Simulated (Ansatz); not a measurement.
Gas-phase electronic energies from Ansatz, PBE0-D4/def2-TZVP geometries. CCSD(T)/CBS is the MP2 limit (def2-TZVPP, def2-QZVPP) plus CCSD(T) − MP2 in def2-TZVPP, frozen cores. This one scheme is used for every species. Functionals use def2-TZVPP. Each species was taken in one conformer, which may not be the lowest.

`[SiH3][S][AlH][SH]` + `BC(F)[SiH3]` → `BC(F)([SiH3])[SiH3]` + `[SH][AlH][SH]`  (formal exchange of groups at the Si–S bond)

```
              species  r2SCAN-D4 energy (Eh)
 `[SiH3][S][AlH][SH]`            -1331.35623
        `BC(F)[SiH3]`             -455.82254
`BC(F)([SiH3])[SiH3]`             -746.50149
      `[SH][AlH][SH]`            -1040.65634
```

(1) Work out ΔE.

Largest T1 diagnostic among the species: 0.014.

Results:

(1) ΔE = (-746.50149) + (-1040.65634) − (-1331.35623) − (-455.82254) = 0.02094 Eh = +55.0 kJ/mol. CCSD(T)/CBS gives +53.6 kJ/mol.

In def2-TZVPP, CCSD(T) changes the Hartree–Fock value by −7.5 kJ/mol (the triples alone add −0.2 kJ/mol) and MP2 by −3.1 kJ/mol.
